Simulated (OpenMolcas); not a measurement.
# Pt2+ in a ligand field

Pt2+ with 6 ligands (chloride, fluoride on the axis) in tetragonal octahedral coordination (D4h) at 2.56 Å, the axial distance 2.109 Å. A charge of +0.667 e stands 3.2 Å behind each ligand. Ligand basis ANO-RCC-VDZP.
```
Pt    0.0000    0.0000    0.0000
Cl    2.5600    0.0000    0.0000
Cl    0.0000    2.5600    0.0000
Cl   -2.5600    0.0000    0.0000
Cl    0.0000   -2.5600    0.0000
F     0.0000    0.0000    2.1094
F     0.0000    0.0000   -2.1094
```

| Item | Value |
| --- | --- |
| Program | OpenMolcas 26.06 |
| Method | CASSCF |
| Basis | ANO-RCC-VDZP [7s6p4d2f] |
| Scalar Hamiltonian | DKH2, point nucleus |
| Active space | 8 electrons in 5 orbitals (5d) |
| State averaging | 2S+1 = 3 even, 10 roots; 2S+1 = 1 even, 15 roots |
| Spin-orbit coupling | state interaction with AMFI integrals over the reference wave functions |

The lowest spin-free states (labels of D4, the rotations of D4h), above the lowest:

| State | Degeneracy | E (cm-1) |
| --- | --- | --- |
| 3B1 | 1 | 0.0 |
| 1A1 | 1 | 5295 |
| 3B2 | 1 | 9816 |
| 3E | 2 | 10790 |
| 1B1 | 1 | 12783 |
| 3E | 2 | 17809 |
| 1E | 2 | 19488 |
| 3A2 | 1 | 20607 |
| 1B2 | 1 | 22912 |
| 1A1 | 1 | 23858 |
| 1E | 2 | 27554 |
| 3E | 2 | 29026 |
| 3A2 | 1 | 30183 |
| 1A2 | 1 | 32422 |
| 1B1 | 1 | 35439 |
| 1B2 | 1 | 35588 |
| 1E | 2 | 38714 |
| 1A1 | 1 | 39183 |
| 1A1 | 1 | 57468 |

The lowest levels with spin-orbit coupling:

```
E (cm-1)  Degeneracy  Label      2S+1               g
     0.0           2      E         3  0.00 0.00 5.50
    20.8           1     B2         3                
    3737           1     A1  1 (68 %)                
    7164           1     B1  3 (90 %)                
    8714           2      E         3  0.00 0.00 0.31
   10757           1     B1  1 (51 %)                
   12003           1     B2  3 (89 %)                
   13131           1     A1  3 (87 %)                
   13299           1     A2         3                
   15438           2      E  3 (90 %)  0.00 0.00 0.08
   15717           1     A1  3 (80 %)                
   16978           1     B1  3 (88 %)                
   17637           1     A2         3                
   20157           2      E  3 (69 %)  0.00 0.00 0.13
   22489           2      E  3 (70 %)  0.00 0.00 0.07
   23166           1     A1  3 (56 %)                
   23497           1     B2  1 (57 %)                
   24669           2      E  3 (89 %)  0.00 0.00 0.29
   24679           1     B2         3                
   27094           1     B1  3 (65 %)
```

Powder χT (cm3 K/mol): 1.07 at 2 K, 1.49 at 10 K, 1.82 at 50 K, 1.85 at 100 K, 1.87 at 200 K, 1.88 at 300 K. The effective moment at 300 K is 2.828 √(χT) = 3.88 μB.

The lowest level has 2S+1 = 3, for which the spin-only value is χT = S(S+1) / 2 = 1.000 cm3 K/mol (g = 2). The computed 1.882 at 300 K differs by +0.882, through orbital momentum, spin-orbit coupling and any other state in reach.

Metal share of the active 5d orbitals (Löwdin): 83, 85, 95, 95, 96 %; Mulliken charge of the metal 1.29.

Without dynamic correlation the repulsion within the d shell is too large (B by tens of per cent), so at a given field states of lower spin stand too high. Real 4d8 and 5d8 ions are as a rule square planar and diamagnetic. This shell can be high or low spin here, a state of another spin lies low, and with metal d orbitals alone active their balance is uncertain, so the ground spin may be wrong. The least metal-like active orbital is 83 % on the metal (Löwdin) and no ligand orbital is active, so the numbers are rough. With metal d orbitals alone the field can be off either way by tens of per cent. Ligand-to-metal charge-transfer states are missing. With no ligand orbital active B as a rule stays too high, so bands that hang on it stand too high and its fall with covalency is understated. No measured value stands beside these numbers; the geometry is a model, was not optimised and need not be the one that this ion takes.

The RASSCF and RASSI steps took 29 s on 1 thread of Arm Neoverse V2, on a shared host; the integral step is not counted.

With an even number of electrons the g values are those of a degenerate or nearly degenerate non-Kramers pair.
